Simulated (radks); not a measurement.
Species: Re4+. Configuration: [Kr] 4d10 4f14 5s1.75 5p6 5d3 6p0.25 (fractional occupations, a model configuration).

Calculated with a radial shooting solver on a logarithmic mesh with Libxc functionals: non-relativistic Kohn-Sham, r2SCAN, spin-unpolarised, spherical densities, point nucleus; meta-GGA in the generalised Kohn-Sham scheme; relativity is left out, which matters for an element this heavy.

Energy parts (eV):
part                       energy
total                  -429517.18
kinetic                 429409.36
electron-nucleus      -1019525.41
Hartree                 169104.32
exchange-correlation     -8505.44

Orbitals (lengths in bohr, moments of r in powers of bohr; <r^-3> diverges for s and p1/2):
| orbital | occ. | eigenvalue (eV) | <r^-3> | <r> |
|---|---|---|---|---|
| 1s | 2 | -65691.12 | - | 0.02020 |
| 2s | 2 | -10896.71 | - | 0.08526 |
| 2p | 6 | -10448.00 | 14800 | 0.07213 |
| 3s | 2 | -2545.897 | - | 0.2161 |
| 3p | 6 | -2337.418 | 3185 | 0.2063 |
| 3d | 10 | -1949.550 | 560.9 | 0.1809 |
| 4s | 2 | -559.6872 | - | 0.4805 |
| 4p | 6 | -471.1934 | 726.8 | 0.4872 |
| 4d | 10 | -310.0842 | 111.4 | 0.5022 |
| 5s | 1.75 | -116.8959 | - | 1.123 |
| 4f | 14 | -99.4367 | 22.02 | 0.5609 |
| 5p | 6 | -90.1019 | 113.3 | 1.221 |
| 5d | 3 | -48.3297 | 11.31 | 1.551 |
| 6p | 0.25 | -29.3998 | 19.85 | 2.916 |

The highest occupied level is 6p at -29.400 eV. Virial ratio -V/T = 2.00025. The electron density at the nucleus is 3.021e+05 e/bohr^3. The density falls to 0.001 e/bohr^3 at r = 3.40 bohr. Summed over all electrons, <r^2> = 34.45 bohr^2, which gives a Langevin (diamagnetic) susceptibility term of -27.3 x 10^-6 cm^3/mol.
